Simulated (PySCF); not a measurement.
A side-by-side comparison of computed properties.

First species: C5H6O3Si.
SMILES with atom numbers: `[CH:1]#[C:2][Si@@H:3]([OH:4])[O:5]/[CH:6]=[CH:7]\[CH:8]=[O:9]` (hydrogens: H10 on C1; H11 on Si3; H12 on O4; H13 on C6; H14 on C7; H15 on C8)

Second species: C5H3O2S (charge -1).
Z-matrix (Å and degrees, GFN2-xTB geometry), rows numbered from 1:
```
O 
C   1  1.2368
O   2  1.2369  1  130.87
C   2  1.5450  1  114.70  3  -179.98
C   4  1.3615  2  130.82  1     0.12
C   5  1.4133  4  113.51  2   179.95
C   6  1.3583  5  112.20  4     0.01
S   7  1.7268  6  112.02  5    -0.01
H   5  1.0760  4  122.09  2    -0.01
H   6  1.0796  5  124.01  4   179.94
H   7  1.0738  6  128.33  5  -179.93
```

Levels: wB97X-D/def2-SVPD for HOMO energy, LUMO energy, HOMO–LUMO gap, static isotropic polarisability and electronic spatial extent ⟨r²⟩ about the centre of nuclear charge; TDDFT wB97X-D/def2-SVPD for lowest singlet excitation; TDA wB97X-D/def2-SVPD for lowest triplet excitation (Tamm–Dancoff); GFN2-xTB for rotational constant A and rotational constant C. Geometries: GFN2-xTB. Each species is one conformer at its optimised geometry, gas phase, non-relativistic unless stated. Electronic properties by PySCF.

The conformers computed, where there is a choice (atom-mapped SMILES and torsion angles):
- `[CH:1]#[C:2][Si@@H:3]([OH:4])[O:5]/[CH:6]=[CH:7]\[CH:8]=[O:9]`: C2–Si3–O5–C6 -105°, Si3–O5–C6–C7 176°, C6–C7–C8–O9 179°, H–O4–Si3–C2 -58°
- `[O:1]=[C:2]([O-:3])[c:4]1[cH:5][cH:6][cH:7][s:8]1`: O1–C2–C4–C5 0°

| property | column X | column Y |
| --- | --- | --- |
| HOMO energy | -9.01 eV | -4.05 eV |
| LUMO energy | 0.35 eV | 4.80 eV |
| HOMO–LUMO gap | 9.36 eV | 8.85 eV |
| lowest singlet excitation | 3.81 eV | 4.50 eV |
| lowest triplet excitation (Tamm–Dancoff) | 3.32 eV | 3.68 eV |
| static isotropic polarisability | 94.9 au | 88.8 au |
| electronic spatial extent ⟨r²⟩ about the centre of nuclear charge | 1943 bohr² | 1050 bohr² |
| rotational constant A | 2.546 GHz | 3.820 GHz |
| rotational constant C | 0.550 GHz | 1.060 GHz |

Task: Which column belongs to which species?

Result: Column X is the first species and column Y the second. The first has 15 atoms and 74 electrons, the second 11 and 66; their charges are 0 and -1, their HOMO energies -9.01 eV and -4.05 eV.

Task: How does each property change from the first species to the second?

Result: HOMO energy +4.96 eV; LUMO energy +4.45 eV; HOMO–LUMO gap -0.51 eV; lowest singlet excitation +0.69 eV; lowest triplet excitation (Tamm–Dancoff) +0.36 eV; static isotropic polarisability -6.1 au; electronic spatial extent ⟨r²⟩ about the centre of nuclear charge -893 bohr²; rotational constant A +1.274 GHz; rotational constant C +0.510 GHz.

On the first: The principal polarisabilities are 72.0, 89.5 and 123.1 au; their mean is the isotropic value. S1 lies 5.55 eV below the HOMO–LUMO gap; its leading configuration is HOMO→LUMO, weight 0.91.

On the second: In wavenumbers S1 is 36300 cm⁻¹ (1 eV = 8065.54 cm⁻¹). The principal polarisabilities are 56.8, 99.7 and 109.9 au; their mean is the isotropic value.
